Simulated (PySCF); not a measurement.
Computed data sheet: ethylidenecyclopentane, `CC=C1CCCC1`

Ethylidenecyclopentane, C7H12.
Geometry (PBE0-D3(BJ)/def2-SVP, Å), atoms numbered from 1 in this order:
```xyz
19
C7H12 angstrom
C      2.8146   -0.4198   -0.3143
C      1.7016    0.4195    0.2227
C      0.3931    0.1700    0.0977
C     -0.7165    1.0380    0.6559
C     -1.9689    0.5812   -0.0950
C     -1.7287   -0.9153   -0.2910
C     -0.2368   -1.0019   -0.6315
H      3.4641    0.1621   -0.9901
H      3.4660   -0.7901    0.4959
H      2.4477   -1.2918   -0.8736
H      1.9985    1.3251    0.7663
H     -0.8379    0.8346    1.7356
H     -0.5064    2.1136    0.5573
H     -2.0212    1.0819   -1.0770
H     -2.9048    0.8078    0.4373
H     -1.9277   -1.4464    0.6554
H     -2.3755   -1.3674   -1.0576
H     -0.0877   -0.8848   -1.7199
H      0.2118   -1.9695   -0.3580
```

PBE0-D3(BJ)/def2-SVP geometry optimisation, gas phase (PySCF):

```
Point group                  : C1
Rotational constants A, B, C : 5.770, 1.748, 1.422 GHz
```

From wB97X-D/def2-SVPD ground state, ΔSCF and vertical TDDFT (core frozen in the response) (PySCF):

```
Dipole moment                                                     : 0.29 D
HOMO energy                                                       : -8.30 eV
LUMO energy                                                       : 2.29 eV
HOMO–LUMO gap                                                     : 10.59 eV
Lowest singlet excitation                                         : 6.60 eV (188 nm, f = 0.043)
Strongest line among the 10 lowest singlet transitions            : S2 at 6.65 eV (186 nm, f = 0.341)
Lowest triplet excitation (Tamm–Dancoff)                          : 4.15 eV
Static isotropic polarisability                                   : 83.3 au
Vertical ionisation energy                                        : 8.44 eV
Electronic spatial extent ⟨r²⟩ about the centre of nuclear charge : 910 bohr²
```

PBE/pcSseg-1 ground state and GIAO shieldings, non-relativistic (PySCF):

```
13C chemical shifts (computed TMS as zero) by class : 149.5 (C3), 122.1 (C2), 39.0 (C4), 33.0 (C7), 31.2 (C5), 31.1 (C6), 18.7 (C1) ppm
1H chemical shifts (computed TMS as zero) by class  : 5.54 (H11), 2.34 (H12/H13), 2.31 (H18/H19), 1.75 (H8/H9/H10), 1.63 (H16/H17), 1.54 (H14/H15) ppm
```

B3LYP/pcJ-1 indirect spin-spin coupling, non-relativistic, gas phase; spin–dipole term left out (PySCF):

```
Largest of the computed one-bond spin–spin couplings (means over like bonds) : 13C–1H +157.5 (C2–H11), 13C–1H +135.4 (C4–H12 and 1 like it), 13C–1H +135.1 (C5–H14 and 1 like it), 13C–1H +135.0 (C7–H18 and 1 like it), 13C–1H +135.0 (C6–H16 and 1 like it), 13C–1H +132.0 (C1–H8 and 2 like it), 13C–13C +82.1 (C2–C3), 13C–13C +47.9 (C1–C2) Hz
```

From delta-SCF UKS SCAN, pcX-2 on the ionised atom, pcseg-1 elsewhere, spin-free X2C (PySCF):

```
Core binding energies : C1s 289.6 (C2), C1s 289.8 (C3), C1s 290.3 (C4), C1s 290.3 (C7), C1s 290.3 (C5), C1s 290.3 (C6), C1s 290.5 (C1) eV
```

Monoisotopic mass from the formula: 96.0939 u.

The ΔSCF ionisation energy exceeds −ε(HOMO) by 0.14 eV with wB97X-D. In wavenumbers S1 is 53300 cm⁻¹ (1 eV = 8065.54 cm⁻¹). The largest Löwdin shares of the HOMO are 0.34 on C2, 0.30 on C3, 0.07 on C1 and 0.06 on C4. In atomic units the dipole is 0.12 e·bohr (1 au = 2.5417 D).

 NMR classes are plain means over equivalent atoms (diastereotopic ones count apart unless rotation or inversion swaps them), as if these changed places fast; in this geometry the members of some classes differ.

One conformer stands for the species.
